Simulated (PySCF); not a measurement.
## PrSF at several levels of theory

Computed with PySCF 2.14.0 (density fitting, no spin-orbit coupling) at the geometry relaxed with PBE0:

```xyz
3
PrSF (singlet in the valence; each metal's 4f electrons, 2 of them, lie in its core potential, out of spins and levels)
Pr   -0.1978    0.0000   -0.4788
S     1.8001    0.0000    0.8456
F    -1.8780    0.0000    0.7519
```

```
 level                                              basis    state  HOMO (eV)  gap (eV)  charge on Pr1 (e)  population of f-type functions on Pr1 (polarisation alone where 4f lies in the core)  dipole about the centre of mass (D)  largest force component (eV/Å)
  PBE0  Pr lcecp-1-SVP with ECP48, S def2-SVP, F def2-SVP  singlet      -5.82      3.47               0.83                                                                                  0.07                                 8.44                            0.01
  TPSS                                           the same  singlet      -4.80      2.05               0.79                                                                                  0.07                                 8.08                            0.52
r2SCAN                                           the same  singlet      -4.96      2.48               0.82                                                                                  0.07                                 8.29                            0.34
```

In the lcecp rows the 4f levels are missing from HOMO and gap, and the state counts the valence alone.

Charges are Mulliken's, which hang on the basis. The relaxation used the grid (50, 194), these runs (75, 302) or, all-electron (x2c bases, spin-free X2C Hamiltonian), (99, 590).

Problem. What does PBE0 with Pr lcecp-1-TZVP with ECP48, S def2-TZVP, F def2-TZVP give here?

Solution. state singlet, HOMO (eV) -5.86, gap (eV) 3.50, charge on Pr1 (e) 1.19, population of f-type functions on Pr1 (polarisation alone where 4f lies in the core) 0.09, dipole about the centre of mass (D) 8.72, largest force component (eV/Å) 0.11. Time: 4.7 s on 2 threads of Arm Neoverse V2, with other jobs on the host, from free ions and atoms.

In the first row's basis the gap widens with exact exchange: 2.1 to 2.5 eV for TPSS, r2SCAN (none); 3.5 eV for PBE0 (a fixed share).

An lcecp potential fixes the number of 4f electrons, so in runs with it no electron can move into or out of that shell.
